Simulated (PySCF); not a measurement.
# Frontier levels across methods

H8P4Si.
Geometry (PBE0-D3(BJ)/def2-SVP, Å), atoms numbered from 1 in this order:
```xyz
13
H8P4Si angstrom
P     -0.4956   -0.7631    2.1082
Si     0.1841   -0.0669    0.0585
P      1.9703   -1.3656   -0.4590
P      0.8041    2.0992    0.3221
P     -1.2587   -0.2872   -1.6805
H     -1.0972   -1.9578    1.6043
H     -1.7160   -0.0190    2.0598
H      2.8185   -0.7367    0.5040
H      2.3894   -0.5181   -1.5315
H     -0.5397    2.5903    0.3715
H      0.9274    2.3212   -1.0851
H     -2.3434    0.3217   -0.9759
H     -1.6519   -1.6170   -1.3319
```

Basis pcSseg-1 throughout (PySCF), one geometry. Isolated species at its PBE0-D3(BJ)/def2-SVP geometry, gas phase.

Task: How do the orbital energies, the gap and the dipole change with the method?

Result: 
| method | kind | HOMO (eV) | LUMO (eV) | gap (eV) | μ (D) | SCF cycles |
| --- | --- | --- | --- | --- | --- | --- |
| B97-2 | global hybrid | -6.99 | -0.71 | 6.28 | 1.40 | 12 |
| PBE0 | global hybrid | -7.21 | -0.70 | 6.51 | 1.44 | 12 |
| BHandHLYP | global hybrid | -8.12 | 0.21 | 8.33 | 1.34 | 11 |
| CAM-B3LYP | range-separated hybrid | -8.39 | 0.35 | 8.74 | 1.36 | 11 |
| wB97X-D | range-separated hybrid | -9.00 | 0.93 | 9.93 | 1.48 | 12 |
| LC-wPBE | range-separated hybrid | -9.75 | 1.37 | 11.12 | 1.57 | 12 |

The HOMO spans 2.75 eV, from B97-2 down to LC-wPBE, and the gap runs from 6.28 eV (B97-2) to 11.12 eV (LC-wPBE). Over the methods B97-2 (21 %), PBE0 (25 %), BHandHLYP (50 %), a straight line through the gap against the share of exact exchange rises by 0.71 eV for each 10 % (correlation coefficient 1.000). The dipole ranges from 1.34 D (BHandHLYP) to 1.57 D (LC-wPBE). This basis has no diffuse functions.

The vertical ΔSCF ionisation energy at CAM-B3LYP/def2-SVPD is 8.95 eV; −ε(HOMO) comes closest to it with wB97X-D (9.00 eV).
